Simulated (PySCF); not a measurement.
**Shapes and spin states of IrO₂**

All numbers come from PBE0 in PySCF with Ir def2-TZVP with ECP60, O def2-TZVP; scalar-relativistic core potentials, no spin–orbit coupling; density-fitted integrals.

Relaxations began from a few typed shapes and spin states; open shells are unrestricted. The search is not exhaustive: other isomers or separated fragments can lie lower, and high-lying points may rest on an excited occupation.

Order these stationary points by electronic energy, lowest first, in kJ/mol from the lowest minimum.
A. sextet D∞h: Ir–O 1.871 Å (×2); O–Ir–O 180.0°
B. doublet C2v: Ir–O 1.684 Å (×2); O–Ir–O 167.0°
C. sextet C2v: Ir–O 1.815 Å (×2); O–Ir–O 133.8°
D. quartet Cs: Ir–O 1.872 Å, Ir–O 2.449 Å, O–O 1.283 Å; Ir–O–O 48.8°, Ir–O–O 100.2°, O–Ir–O 31.0°
E. quartet C2v: Ir–O 1.715 Å (×2); O–Ir–O 117.8°
F. quartet C2v: Ir–O 1.924 Å (×2), O–O 1.335 Å; Ir–O–O 69.7° (×2), O–Ir–O 40.6°
G. doublet C2v: Ir–O 1.887 Å (×2), O–O 1.353 Å; Ir–O–O 69.0° (×2), O–Ir–O 42.0°
H. quartet D∞h: Ir–O 1.754 Å (×2); O–Ir–O 180.0°

B (0.0), E (90.1), H (197.0), C (257.7), A (289.5), G (344.5), D (368.4), F (413.4).

Which of them are minima?

By energy in kJ/mol, 0.0: minimum; 90.1: minimum; 197.0: saddle point, 2 imaginary modes; 257.7: minimum; 289.5: minimum; 344.5: minimum; 368.4: minimum; 413.4: saddle point, 1 imaginary mode.

Formally Ir is in oxidation state +4, d5, with 1 unpaired electron (the high-spin count would be 5). The Mulliken spin on Ir is 0.99. The polar-tensor charge on Ir, 1.36, is far below the formal one.

For the lowest minimum: with open d or f shells other occupations or spin states may lie lower. Spin–orbit coupling, left out here, can matter for elements this heavy.

The electron or spin density has lower symmetry than the nuclear frame for the quartet D∞h at 197.0 kJ/mol, sextet D∞h at 289.5 kJ/mol.
